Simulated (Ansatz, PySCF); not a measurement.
GeS (SMILES [S]=[Ge]), singlet, at a GFN2-xTB geometry. Base run: PBE0/def2-SVPD in PySCF.

PySCF was given this input:
```python
from pyscf import gto, scf, dft

mol = gto.M(
    atom='''
Ge   -0.00000000   -0.00000000   -0.67834772
S     0.00000000    0.00000000    1.35669544
''',
    basis='def2-svpd',
    verbose=4,
)

mf = dft.RKS(mol)
mf.xc = 'pbe0'
mf.kernel()
```

The same geometry, method and basis name were run in Ansatz (an electronic-structure program) and PySCF, at each program's defaults and at the settings that a row names. The base is PySCF at its defaults. Differences at the defaults can come from grids, fitting, cores and function types together.

```tsv
code and settings	ΔE vs base (mEh)	basis functions	E (Eh)	SCF cycles	dipole (D)
PySCF, defaults (exact integrals, its default grid, spherical functions)	0.000	65	-2474.44500	9	2.35
Ansatz, defaults (factorised integrals, its default grid, spherical functions)	0.000	65	-2474.44500	-	-
PySCF, density fitting with def2-universal-jkfit	-0.007	65	-2474.44501	9	2.35
PySCF, fine grid	-0.001	65	-2474.44501	9	2.35
Ansatz, high accuracy	-0.001	65	-2474.44501	-	-
```
